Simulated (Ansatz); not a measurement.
C2H4AlCl can be A, `[Cl][Al]1[CH2][CH2]1`, or B, `[AlH2]/[CH]=C/Cl`.

Calculated with Ansatz (gas phase, PBE0-D4/def2-TZVP geometries, no zero-point term in ΔE). CCSD(T)/CBS adds triple-zeta CCSD(T) − MP2 to the extrapolated MP2 energy (def2 sets, frozen cores). Functionals use def2-TZVPP. B3LYP here is the variant with VWN-RPA as its local correlation; programs differ in this.

Which is lower in electronic energy at CCSD(T)/CBS, and by how much? (Best estimate.)

Ansatz gave: A, by 28.9 kcal/mol.

Give E(B) − E(A) in kcal/mol with B3LYP-D4, LDA (SPW92), CCSD(T)/def2-SVP, ωB97M-V, PBE-D4, CCSD(T)/def2-TZVPP, B3LYP. (Estimate.)

Computed: B3LYP-D4 25.5, LDA (SPW92) 31.7, CCSD(T)/def2-SVP 26.7, ωB97M-V 29.5, PBE-D4 28.4, CCSD(T)/def2-TZVPP 28.3, B3LYP 26.2. None reverses the order clearly.

Does the order hold for the free energy at 298.15 K (harmonic terms from PBE0-D4)? (An estimate is asked.)

The calculation gave: Yes: G(B) − G(A) = +24.1 kcal/mol.

Largest T1 diagnostic: 0.011.

From r2SCAN to r2SCAN0 (25 % exact exchange), in def2-TZVPP and without D4, E(B) − E(A) moves by +1.3 kcal/mol. In def2-TZVPP, CCSD(T) changes the Hartree–Fock value by +4.8 kcal/mol (the triples alone add −0.3 kcal/mol) and MP2 by +7.2 kcal/mol.
